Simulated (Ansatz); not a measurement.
Calculated with Ansatz (gas phase, PBE0-D4/def2-TZVP geometries, no zero-point term in ΔE). CCSD(T)/CBS is the MP2 limit (def2-TZVPP, def2-QZVPP) plus CCSD(T) − MP2 in def2-TZVPP, frozen cores. Functionals use def2-TZVPP. B3LYP here is the variant with VWN-RPA as its local correlation; programs differ in this. def2 core potentials past Kr. For Ge, Sb, Se outer-core shells are correlated without core-valence functions, which leaves a few kJ/mol of doubt a bond. Scalar relativity is left out up to krypton. One conformer a species, not always the lowest.

Reaction (redistribution): `[CH3][Ge]([CH3])([Cl])[SeH]` + `[F][SbH][F]` → `[F][SbH][SeH]` + `[CH3][Ge]([CH3])([F])[Cl]`

```tsv
level	ΔE (kcal/mol)	difference from CCSD(T)/CBS
PBE-D4	-6.6	0.1
r2SCAN-D4	-7.4	-0.7
PBE0-D4	-7.2	-0.5
B3LYP-D4	-6.9	-0.2
ωB97X-V	-6.4	0.3
ωB97M-V	-6.6	0.1
B2PLYP	-7.4	-0.7
PBE	-7.3	-0.6
r2SCAN	-7.7	-1.0
PBE0	-7.9	-1.2
B3LYP	-8.0	-1.3
HF/def2-TZVPP	-9.4	-2.7
MP2/def2-TZVPP	-6.3	0.4
SCS-MP2/def2-TZVPP	-6.3	0.4
CCSD/def2-TZVPP	-7.1	-0.4
CCSD(T)/def2-TZVPP	-6.8	-0.1
HF/def2-QZVPP	-8.9	-2.2
MP2/def2-QZVPP	-6.1	0.6
SCS-MP2/def2-QZVPP	-6.2	0.5
HF/CBS(def2)	-8.8	-2.1
MP2/CBS(def2)	-6.2	0.5
CCSD/CBS(def2)	-7.0	-0.3
CCSD(T)/CBS	-6.7	0
```

Largest T1 diagnostic among the species: 0.015.

The D4 term adds +1.2 kcal/mol with B3LYP and +0.7 kcal/mol with PBE0; it sums over pairs of atoms, weighted by their polarisabilities, and B3LYP, whose exchange is more repulsive, gets the larger term. In def2-TZVPP, CCSD(T) changes the Hartree–Fock value by +2.5 kcal/mol (the triples alone add +0.3 kcal/mol) and MP2 by +3.1 kcal/mol.
